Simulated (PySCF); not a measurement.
## H₃IS: from structure and modes to constants

Level of theory: PBE0/[I def2-TZVP with ECP28, S def2-TZVP, H def2-TZVP], scalar-relativistic core potentials, density fitting, no spin–orbit coupling, PySCF.

The singlet minimum has Cs symmetry. Masses (u): I 126.90447, S 31.97207, H 1.00782.

```xyz
5
charge 0 multiplicity 1, angstrom
I     0.0000    0.4163   -0.1553
S     0.0000   -1.7398    0.5806
H     1.7278    0.4883    0.1712
H     0.0000    1.7998    0.8014
H    -1.7278    0.4883    0.1712
```

Harmonic wavenumbers (cm⁻¹): 351.0 (a', ×1), 432.8 (a', ×1), 665.0 (a'', ×1), 831.6 (a', ×1), 950.7 (a', ×1), 1147.6 (a'', ×1), 1605.9 (a'', ×1), 1734.7 (a', ×1), 1928.1 (a', ×1).

Problem. Find the principal moments of inertia and the rotational constants. What kind of rotor is it?

Solution. About the centre of mass I = 8.02, 137.05, 141.07 u Å². With B = 16.8576/I this gives 2.102, 0.123, 0.1195 cm⁻¹. The molecule is an asymmetric top with κ = -1.00.

Problem. What is the harmonic zero-point energy?

Solution. Half the sum of all 9 wavenumbers, 9647/2 = 4824 cm⁻¹, which is 57.7 kJ/mol (1 cm⁻¹ = 0.0119627 kJ/mol).

Problem. Find the vibrational entropy and heat capacity at 298.15 K.

Solution. With u = 1.43878 ω/T, each mode gives S = R[u/(eᵘ−1) − ln(1−e⁻ᵘ)] and C = R u² eᵘ/(eᵘ−1)².
| ω (cm⁻¹) | u | S (J/(mol K)) | C (J/(mol K)) |
| --- | --- | --- | --- |
| 351.0 | 1.694 | 4.86 | 6.58 |
| 432.8 | 2.088 | 3.55 | 5.85 |
| 665.0 | 3.209 | 1.47 | 3.76 |
| 831.6 | 4.013 | 0.77 | 2.51 |
| 950.7 | 4.588 | 0.48 | 1.82 |
| 1147.6 | 5.538 | 0.21 | 1.01 |
| 1605.9 | 7.749 | 0.03 | 0.22 |
| 1734.7 | 8.371 | 0.02 | 0.13 |
| 1928.1 | 9.304 | 0.01 | 0.07 |
The sums over all modes are S = 11.4 and C = 21.9 J/(mol K); the softest mode gives 43 % of the entropy.

Problem. Give the standard entropy (298.15 K, 1 bar) by its translational, rotational, vibrational and spin parts, and Cp.

Solution. Sackur–Tetrode with M = 161.90 u gives 172.3; rotation with symmetry number 1 gives 98.2; vibration 11.4; spin R ln 1 = 0.0. The total is 281.9 J/(mol K), and Cp = 4 R + 21.9 = 55.2 J/(mol K).

This need not be the most stable arrangement of these atoms.
